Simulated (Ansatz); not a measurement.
Relaxation of C₃H₇BO (12 atoms, charge 0, multiplicity 1), to a largest force component of 0.02 eV/Å in at most 50 steps.

Theory: Ansatz, RHF/STO-3G.

```xyz
12
Properties=species:S:1:pos:R:3
B 0.265 0.905 1.550
C 0.107 0.095 0.219
C -1.217 0.097 -0.559
C 1.252 -0.596 -0.195
O 1.173 -1.395 -1.367
H 1.893 0.275 -0.337
H -0.682 1.580 1.925
H -1.912 0.751 -0.061
H -1.014 0.506 -1.528
H -1.585 -0.936 -0.580
H 2.087 -0.582 0.405
H 0.384 -1.469 -1.938
```

Task: Where does it end, and by what steps?

Result: It converged. Limits of this set-up: minimal basis. After 18 steps the energy has fallen by 7.279 eV; H7 moved furthest, 1.08 Å. The start is strongly strained (largest force component 12 eV/Å).

| step | energy less start (eV) | largest force component (eV/Å) | accepted |
| --- | --- | --- | --- |
| 0 | 0.0000 | 12.023 | yes |
| 1 | -5.2646 | 4.045 | yes |
| 2 | -6.7033 | 1.926 | yes |
| 3 | -6.9850 | 1.238 | yes |
| 4 | -7.1148 | 0.939 | yes |
| 5 | -7.1835 | 0.757 | yes |
| 6 | -7.0963 | 2.943 | no |
| 7 | -7.2214 | 0.156 | yes |
| 8 | -7.2414 | 0.141 | yes |
| 9 | -7.2582 | 0.252 | yes |
| 10 | -7.2578 | 0.527 | no |
| 11 | -7.2680 | 0.068 | yes |
| 12 | -7.2723 | 0.156 | yes |
| 13 | -7.2705 | 0.376 | no |
| 14 | -7.2764 | 0.028 | yes |
| 15 | -7.2778 | 0.108 | yes |
| 16 | -7.2784 | 0.092 | yes |
| 17 | -7.2788 | 0.034 | yes |
| 18 | -7.2789 | 0.017 | yes |

```xyz
12
Properties=species:S:1:pos:R:3
B -0.107 0.606 1.512
C -0.032 0.232 0.221
C -1.203 0.316 -0.759
C 1.289 -0.313 -0.354
O 1.304 -1.740 -0.533
H 1.503 0.195 -1.305
H -0.151 0.931 2.611
H -2.083 0.753 -0.297
H -0.941 0.928 -1.621
H -1.484 -0.668 -1.131
H 2.122 -0.093 0.321
H 0.533 -1.916 -1.130
```

Whether the end is a true minimum wasn't checked by a vibrational analysis.

Run time: 28 s on 1 thread of AMD EPYC 7R43 64-Core Processor (Zen 3), on a shared host, peak memory 0.12 GiB.
